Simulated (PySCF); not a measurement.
# Correlation energy of Al (aluminium, neutral)

[Ne] 3s2 3d1, 2D determinant (an excited configuration). Computed with PySCF 2.14 in aug-cc-pwCVTZ, with no relativity, point nucleus. Frozen: [Ne]; 3 electrons correlated.

MP2 pair energies summed by pair of shells (mhartree):

```json
{"pair": "3s-3s", "energy": "-27.95", "share (%)": "77.1"}
{"pair": "3s-3d", "energy": "-8.30", "share (%)": "22.9"}
```

Total MP2 correlation energy: -36.26 mhartree.

Same-spin part -2.72 and opposite-spin part -33.53 mhartree; SCS-MP2 scales them by 1/3 and 6/5 to -41.15 mhartree.
